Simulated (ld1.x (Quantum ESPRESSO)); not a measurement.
**An odd input for ld1.x (Quantum ESPRESSO) 7.5 (C)**

Command:

```bash
ld1.x < C.in > C.out
```

Input:

```
&input
   title='C', zed=6., rel=1, dft='BP', iswitch=3, beta=0.7,
   config='[He] 2s2 2p1 3d-2',
   nld=3, rlderiv=2.45, eminld=-4.0, emaxld=5.0, deld=0.02
 /
 &inputp
   pseudotype=3, lpaw=.true., tm=.true., lloc=-1, rcloc=1.10,
   nlcc=.true., new_core_ps=.true.,
   which_augfun='BESSEL', rmatch_augfun=0.75,
   file_pseudopw='C.UPF', file_wfcaegen='ae.wfc', file_wfcncgen='nc.wfc', file_beta='beta', file_chi='chi', file_wfcusgen='us.wfc'
 /
5
2S  1  0   2.00   0.00  0.95  1.15  0.0
2S  1  0   0.00   1.05  0.95  1.15  0.0
2P  2  1   1.00   0.00  1.70  2.00  0.0
2P  2  1   0.00   0.10  1.70  2.00  0.0
3D  3  2  -2.00   0.40  1.95  2.25  0.0
 &test
   configts(1)='2s2 2p1'
 /
```

This is an input that runs to its end, with one change: mixing beta=0.7.

Question: How does the run end?

Answer: The program runs through. The occupied levels of the test differ from the all-electron ones by at most 0.00001 Ry (unchanged input: 0.00001 Ry). Messages: US requires at least two energies per channel 3D.

```
     eps = 3.3E-15  iter =  3

     Etot =     -74.827601 Ry,     -37.413800 Ha,   -1018.081372 eV
     Etotps =   -17.070726 Ry,      -8.535363 Ha,    -232.259055 eV

     Ekin =      10.703892 Ry,       5.351946 Ha,     145.633863 eV
     Encl =     -23.698666 Ry,     -11.849333 Ha,    -322.436770 eV
     Ehrt =       5.546839 Ry,       2.773420 Ha,      75.468591 eV
     Ecxc =      -9.622791 Ry,      -4.811395 Ha,    -130.924739 eV
     (Ecc =      -2.396343 Ry,      -1.198172 Ha,     -32.603909 eV)

     ---------------------- End of pseudopotential test ----------------------
```
